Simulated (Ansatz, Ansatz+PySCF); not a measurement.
```xyz
2

C     0.0000    0.0000   -0.9735
C     0.0000    0.0000    0.9735
```

Basis set: 6-31G (spherical functions). Correlated methods keep 2 orbitals frozen. Charge 0, multiplicity 1.

Computed with Ansatz (development build ahead of 0.2.0); each method stands on the lowest determinant of its kind that the runs found. Restricted open shells among the atoms or ions are ROHF, correlated in semicanonical orbitals with singles. Restricted functionals stand beside restricted open-shell atoms, which can lie above the unrestricted atoms usual in DFT and then raise those values.

(1) Give the atomization energy at this shape (free ground-state atoms in the same class of orbitals less the molecule, no zero-point energy) of singlet C₂ by PBE0 (unrestricted), PBE0 (restricted), full CI (lowest root of this spin), RHF-CCSD(T), RHF-CCSD, RHF-MP2, UHF-MP2, UHF-CCSD(T), UHF-CCSD, RHF, UHF.

Results:

(1)

```tsv
method	atomization energy
PBE0 (unrestricted)	2.14 eV
PBE0 (restricted)	1.37 eV
full CI (lowest root of this spin)	1.75 eV
RHF-CCSD(T)	1.63 eV
RHF-CCSD	1.31 eV
RHF-MP2	1.51 eV
UHF-MP2	0.80 eV
UHF-CCSD(T)	1.71 eV
UHF-CCSD	1.49 eV
RHF	-2.52 eV
UHF	0.21 eV
```

Caution: the shape is not the minimum. Caution for PBE0 (unrestricted), UHF-MP2, UHF-CCSD(T), UHF-CCSD, UHF: the unrestricted determinant is a mixture of spin states. Caution for PBE0 (restricted), RHF-CCSD(T), RHF-CCSD, RHF-MP2, RHF: an unrestricted determinant lies well below. Caution for RHF-CCSD(T), RHF-CCSD, RHF-MP2, UHF-MP2, UHF-CCSD(T), UHF-CCSD: large amplitudes, a single reference is doubtful. Caution for RHF-CCSD(T), RHF-CCSD: the program doubts this total. Caution for UHF-MP2: another reference gives a lower total. Caution for UHF-MP2, UHF-CCSD(T), UHF-CCSD, UHF: the determinant may break the point group. Caution for RHF: the molecule lies well above its atoms at this level.

This basis has no polarisation functions and is too small for such energies, which can lie far from measured ones in either direction.
